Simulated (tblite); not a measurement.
Isomers of C6H4O3. Method: GFN2-xTB as coded in tblite; computed harmonic values from a numerical Hessian at the method's own geometry, unscaled. Errors from tens to a few hundred cm⁻¹ against measured bands are possible. One conformer each.

Electronic energies: GFN2-xTB at the same geometries; isomer energies are rough at this level and their order can be wrong.

```json
{"SMILES": "CC(=O)c1c(C=O)c1=O", "electronic energy, lowest = 0 (kJ/mol)": "200.7"}
{"SMILES": "O=Cc1cc(=O)cco1", "electronic energy, lowest = 0 (kJ/mol)": "8.7"}
{"SMILES": "O=Cc1ccc(C=O)o1", "electronic energy, lowest = 0 (kJ/mol)": "0.0"}
```

Question: How do GFN2-xTB zero-point energies change the relative energies?

Answer: 
| SMILES | ZPE (kJ/mol) | of it from modes above 1550 cm⁻¹ | electronic (kJ/mol) | with ZPE, lowest = 0 (kJ/mol) | lowest mode (cm⁻¹) | rings |
| --- | --- | --- | --- | --- | --- | --- |
| O=Cc1ccc(C=O)o1 | 223.8 | 92.5 | 0.0 | 0.0 | 81 | 1 |
| O=Cc1cc(=O)cco1 | 225.0 | 112.4 | 8.7 | 9.8 | 102 | 1 |
| CC(=O)c1c(C=O)c1=O | 215.4 | 114.5 | 200.7 | 192.3 | 28 | 1 |

The zero-point energies span 9.6 kJ/mol, from `CC(=O)c1c(C=O)c1=O` to `O=Cc1cc(=O)cco1`. The order is unchanged.

Question: What do entropy and thermal enthalpy add at 298.15 K and 1 bar (rigid rotor, harmonic oscillator, one conformer each)?

Answer: 
```tsv
SMILES	point group	symmetry number	S (J/(mol K))	H − H(0) (kJ/mol)	ZPE + H − H(0) − TS (kJ/mol)
O=Cc1ccc(C=O)o1	C2v	2	362.2	23.13	139.0
O=Cc1cc(=O)cco1	Cs	1	361.4	22.35	139.6
CC(=O)c1c(C=O)c1=O	C1	1	420.4	28.00	118.1
```
